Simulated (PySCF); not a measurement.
## Trend along group 15: MSn molecules

CCSD(T) with double-zeta basis sets in PySCF, for the lowest determinant that a PBE0 search found; no spin–orbit coupling. De refers to high-spin ground-configuration atoms.

| M | basis | reference, frozen orbitals | state (unpaired electrons) | Re (Å) | ωe (cm⁻¹) | De (eV) |
| --- | --- | --- | --- | --- | --- | --- |
| N | def2-SVPD | ROHF, 5 | doublet (π ↑) | 2.012 | 632 | 2.17 |
| Sb | def2-SVP | UHF, 8 | doublet (π ↑) | 2.689 | 212 | 1.77 |
| Bi | def2-SVP | UHF, 8 | doublet (π ↑) | 2.768 | 178 | 1.63 |

The shortest bond is that of SnN (2.012 Å), the longest that of SnBi (2.768 Å).

The rows differ in basis set, which adds steps of its own.

Down a group the atoms grow and get heavier, so bonds lengthen and wavenumbers fall; this series shows no clear exception.

Correlated steps freeze the inner cores (5 to 8 orbitals); shallow outer-core shells are correlated. UHF and ROHF references stand side by side, which adds small steps between rows. Correlated levels converge slowly with the basis: in double zeta they bind strong bonds too weakly, by up to about 1 eV, and carry superposition errors of some tenths. These are scalar-relativistic numbers at best; spin–orbit coupling would shift them, the dissociation energy most. States were picked by a PBE0 search and need not be the measured ground states.
